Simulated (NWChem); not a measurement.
All runs are NWChem calculations. System: F2OS, charge 0, spin multiplicity 1, displaced from the optimised geometry.

Job file:

```
start mol
memory heap 100 mb stack 700 mb global 1900 mb
geometry units angstroms nocenter noautoz noautosym
  O     -1.391745    -0.329653     0.000000
  S     -0.160358     0.411194     0.000000
  F      0.761094    -0.218993     1.168964
  F      0.622876    -0.124465    -0.993619
end
basis spherical
  * library cc-pvdz
end
scf
  rhf
  nopen 0
  maxiter 100
  thresh 1e-7
  semidirect memsize 60000000 filesize 0
end
tce
  freeze core 8
  cr-ccsd(t)
  2eorb
  2emet 13
  thresh 1e-6
  maxiter 100
  tilesize 24
end
task tce energy
```

The output up to the point where the run's verdict is printed (cleaned and shortened):

```
             Northwest Computational Chemistry Package (NWChem) 7.3.0
             --------------------------------------------------------

                                NWChem Input Module
                                -------------------

 Scaling coordinates for geometry "geometry" by  1.889725989
 (inverse scale =  0.529177249)

                             Geometry "geometry" -> ""
                             -------------------------

 Output coordinates in angstroms (scale by  1.889725989 to convert to a.u.)

  No.       Tag          Charge          X              Y              Z
 ---- ---------------- ---------- -------------- -------------- --------------
    1 O                    8.0000    -1.39174500    -0.32965300     0.00000000
    2 S                   16.0000    -0.16035800     0.41119400     0.00000000
    3 F                    9.0000     0.76109400    -0.21899300     1.16896400
    4 F                    9.0000     0.62287600    -0.12446500    -0.99361900

 Effective nuclear repulsion energy (a.u.)     201.9294654101

            Nuclear Dipole moment (a.u.)
            ----------------------------
        X                 Y               Z
 ---------------- ---------------- ----------------
    -2.3507397613     1.6076995026     2.9821860312


 Summary of "ao basis" -> "" (spherical)
 ------------------------------------------------------------------------------
       Tag                 Description            Shells   Functions and Types
 ---------------- ------------------------------  ------  ---------------------
 *                          cc-pvdz                   on all atoms

 Summary of "ao basis" -> "ao basis" (spherical)
 ------------------------------------------------------------------------------
       Tag                 Description            Shells   Functions and Types
 ---------------- ------------------------------  ------  ---------------------
 O                          cc-pvdz                  6       14   3s2p1d
 S                          cc-pvdz                  8       18   4s3p1d
 F                          cc-pvdz                  6       14   3s2p1d
[...]
     2   0 2 0    -19.536338      0.000000     14.804569
     2   0 1 1      0.144743      0.000000     -4.252842
     2   0 0 2    -20.329805      0.000000     75.648712

                   NWChem Extensible Many-Electron Theory Module
                   ---------------------------------------------


            General Information
            -------------------
      Number of processors :     1
         Wavefunction type : Restricted Hartree-Fock
          No. of electrons :    42
           Alpha electrons :    21
            Beta electrons :    21
           No. of orbitals :   120
            Alpha orbitals :    60
             Beta orbitals :    60
        Alpha frozen cores :     8
         Beta frozen cores :     8
     Alpha frozen virtuals :     0
      Beta frozen virtuals :     0
         Spin multiplicity : singlet
    Number of AO functions :    60
       Number of AO shells :    26
        Use of symmetry is : off
      Symmetry adaption is : off
         Schwarz screening : 0.10D-09

          Correlation Information
          -----------------------
          Calculation type : Coupled-cluster singles & doubles w/ perturbation
   Perturbative correction : Completely renormalized (T)
            Max iterations :      100
        Residual threshold : 0.10D-05
     T(0) DIIS level shift : 0.00D+00
     L(0) DIIS level shift : 0.00D+00
     T(1) DIIS level shift : 0.00D+00
     L(1) DIIS level shift : 0.00D+00
     T(R) DIIS level shift : 0.00D+00
     T(I) DIIS level shift : 0.00D+00
   CC-T/L Amplitude update :  5-th order DIIS
                I/O scheme : Global Array Library
        L-threshold :  0.10D-05
        EOM-threshold :  0.10D-05
 no EOMCCSD initial starts read in
 TCE RESTART OPTIONS
 SLICE:      F
 D4D5:       F
 quantumc:   F
 qrotation:  F
 pwtce:      F
 qducc:      F
 nacto:                         0
 nrotv:                         0
 nrot:                          0

            Memory Information
            ------------------
          Available GA space size is     249033200 doubles
          Available MA space size is     104853820 doubles

 Maximum block size supplied by input
 Maximum block size        24 doubles

 tile_dim =     20

 -------------------------------------------------

 Global array virtual files algorithm will be used

 Parallel file system coherency ......... OK

 4-electron integrals stored in orbital form

 v2    file size   =          1946690
 4-index algorithm nr.  13 is used
 imaxsize =       30
 imaxsize ichop =        0


CCSD iterations
 ---------------------------------------------------------
 Iter          Residuum       Correlation     Cpu    Wall
 ---------------------------------------------------------
    1   0.1934041502995  -0.6898379518615     0.3     0.3
    2   0.0495034345264  -0.6836462921173     0.3     0.3
    3   0.0155483098950  -0.6954521882548     0.4     0.4
    4   0.0072788606154  -0.6958493083932     0.3     0.3
    5   0.0026265339314  -0.6970218888007     0.3     0.3
    6   0.0010445281471  -0.6972287330948     0.3     0.3
    7   0.0007178594014  -0.6972710629409     0.3     0.3
    8   0.0002933221581  -0.6972932458553     0.3     0.3
    9   0.0002302812937  -0.6972934670271     0.3     0.3
   10   0.0001086988481  -0.6973041854850     0.3     0.3
   11   0.0000200583550  -0.6973115977382     0.3     0.3
   12   0.0000106527917  -0.6973112904983     0.3     0.3
   13   0.0000061176611  -0.6973117238595     0.3     0.3
   14   0.0000040874404  -0.6973115697699     0.3     0.3
   15   0.0000025440188  -0.6973116119477     0.3     0.3
   16   0.0000006193485  -0.6973115133688     0.3     0.3
 -----------------------------------------------------------------
 Iterations converged
 CCSD correlation energy / hartree =        -0.697311513368834
 CCSD total energy / hartree       =      -671.847329411145779

 Singles contributions

 Doubles contributions
 CR-CCSD(T)
```

The program stopped with an error. NWChem stopped with the message: ccsd_t 3.
